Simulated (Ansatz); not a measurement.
A nudged elastic band was laid between two geometries of BrH + ClH3OSn (8 atoms, charge 0, multiplicity 1).

The calculation used RKS PBE0/def2-SVP in Ansatz.

| Quantity | Value |
| --- | --- |
| movable images | 5 |
| climbing image | yes |
| spring | 5.0 eV/Å² |
| optimiser | quadratic models (default) |
| start path | through a guess of the saddle point |
| force threshold | 0.03 eV/Å |
| iteration limit | 60 |
| end points | relaxed |

Initial state:

```xyz
8
Properties=species:S:1:pos:R:3
Sn -0.169 -0.208 -0.179
O -0.212 0.350 1.744
H -1.095 0.531 2.091
H 1.293 0.413 -0.775
Cl -1.977 0.916 -1.165
H -0.490 -1.879 -0.254
Br 2.069 2.409 2.384
H 0.961 1.463 2.203
```

Final state:

```xyz
8
Properties=species:S:1:pos:R:3
Sn -0.223 0.530 -0.177
O 0.748 -0.216 2.201
H 0.057 -0.437 2.838
H 1.303 -0.096 -0.571
Cl -1.098 1.223 -2.268
H -1.502 -0.376 0.483
Br 0.028 2.717 1.048
H 1.068 0.650 2.494
```

**Question.** Which bonds break or form, and what moves?

**Answer.** Bonds broken: Sn1–O2, Br7–H8. Bonds formed: Sn1–Br7, O2–H8. BrH + ClH3OSn becomes BrClH2Sn + H2O.

**Question.** What energy profile does the band end with?

**Answer.** It converged. The highest image is number 2 of 0 to 6, 0.157 eV above the first end and 1.113 eV above the last; the last end lies 0.956 eV below the first. A vibrational analysis at the climbing image gives one clearly imaginary mode, 299i cm⁻¹: a first-order saddle point. The orbitals stay closed-shell, which can raise the energy where a bond breaks towards radicals; this wasn't checked here.

| image | path coordinate (Å) | energy (eV) | Sn1–O2 (Å) | Br7–H8 (Å) | Sn1–Br7 (Å) |
| --- | --- | --- | --- | --- | --- |
| 0 | 0.00 | 0.000 | 2.00 | 1.47 | 4.29 |
| 1 | 0.91 | 0.010 | 2.01 | 1.47 | 4.06 |
| 2 | 1.81 | 0.157 | 2.09 | 1.69 | 3.36 |
| 3 | 3.48 | -0.623 | 2.56 | 2.33 | 2.58 |
| 4 | 5.15 | -0.697 | 3.59 | 2.76 | 2.51 |
| 5 | 6.82 | -0.724 | 3.34 | 2.68 | 2.51 |
| 6 | 8.49 | -0.956 | 2.67 | 2.73 | 2.52 |

**Question.** What is the geometry of the highest image?

**Answer.** 
```xyz
8
Properties=species:S:1:pos:R:3
Sn 0.028 -0.062 -0.089
O -0.065 0.150 1.985
H -0.953 0.246 2.360
H 1.622 0.117 -0.612
Cl -1.522 1.428 -0.990
H -0.711 -1.598 -0.202
Br 1.433 2.524 1.533
H 0.549 1.191 2.064
```

**Question.** What are the harmonic wavenumbers there?

**Answer.** 299i, 45, 105, 170, 339, 389, 421, 448, 473, 623, 669, 722, 856, 1059, 1379, 1964, 2038, 3834 cm⁻¹.

Time of the run: 5.4 min on 4 threads of Arm Neoverse V1, with other jobs on the host, peak memory 0.33 GiB.
